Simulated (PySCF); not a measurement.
Species: CH11GeNSi2.
InChI=1S/CH11GeNSi2/c4-1-2-3-5/h3H,1-2H2,4-5H3

Torsions of this conformer, `[SiH3:1][CH2:2][GeH2:3][NH:4][SiH3:5]`: Si1–C2–Ge3–N4 -34°, C2–Ge3–N4–Si5 -66°.

The closed-shell ground state was solved at several levels (PySCF, density fitting, gas phase). One conformer (not necessarily the lowest) at the PBE0-D3(BJ)/def2-SVP geometry, without solvent, vibrations or thermal averaging. Relativistic effects, spin–orbit coupling among them, are left out although an element past zinc is present.

```csv
level,basis functions,total energy (Eh),HOMO (eV),LUMO (eV),gap (eV),dipole (D)
B3LYP/pcSseg-1,178,-2755.3423,-6.96,0.05,7.01,1.05
CAM-B3LYP/def2-SVPD,214,-2755.0547,-8.57,0.79,9.36,1.05
```

(1) Estimate the row for PBE0/pcSseg-1, a basis of 178 functions; the other rows only guide the guess.

(2) Over all these levels, which gives the widest orbital gap and which the narrowest?

(3) How far do the dipole and the HOMO energy spread over the levels?

Answers

(1) Total energy -2754.6058 Eh, HOMO -7.21 eV, LUMO 0.24 eV, gap 7.45 eV, dipole 1.07 D.

(2) CAM-B3LYP/def2-SVPD (range-separated hybrid) has the widest, 9.36 eV, and B3LYP/pcSseg-1 (global hybrid, 20 % exact exchange) the narrowest, 7.01 eV. Functional and basis both differ between the two, so the spread mixes both effects.

(3) The dipole runs from 1.05 to 1.07 D (mean 1.06 D) and the HOMO from -8.57 to -6.96 eV.
